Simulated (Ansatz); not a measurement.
def2 core potentials replace the inner electrons of Bi.

Cartesian coordinates (Å):
```xyz
10

C     -1.7790    -0.2921     0.0895
C     -1.0546     0.8004     0.1725
Bi     1.2227     0.4290     1.1163
O      2.0268     1.3139    -0.5486
O      1.0692    -1.5346     0.5372
H     -2.8748    -0.1907    -0.0031
H     -1.3644    -1.3072     0.1460
H     -1.1657     1.8723    -0.0240
H      2.2745     0.7853    -1.3229
H      1.6452    -1.8764    -0.1629
```
Charge +1, spin multiplicity 2.

Method: frozen-core CCSD(T)/def2-TZVPP // PBE0-D3(BJ)/def2-SVP (Ansatz, a quantum-chemistry and plane-wave program).

```yaml
HF energy: -441.70984 Ha
MP2 correlation energy: -1.21297 Ha
```

### Question
Estimate the CCSD correlation energy, the (T) correction, the total energy and the T1 diagnostic.

### Answer

CCSD correlation energy: -1.20763 Ha
(T) correction: -0.04716 Ha
CCSD(T) total energy: -442.96464 Ha
T1 diagnostic: 0.027
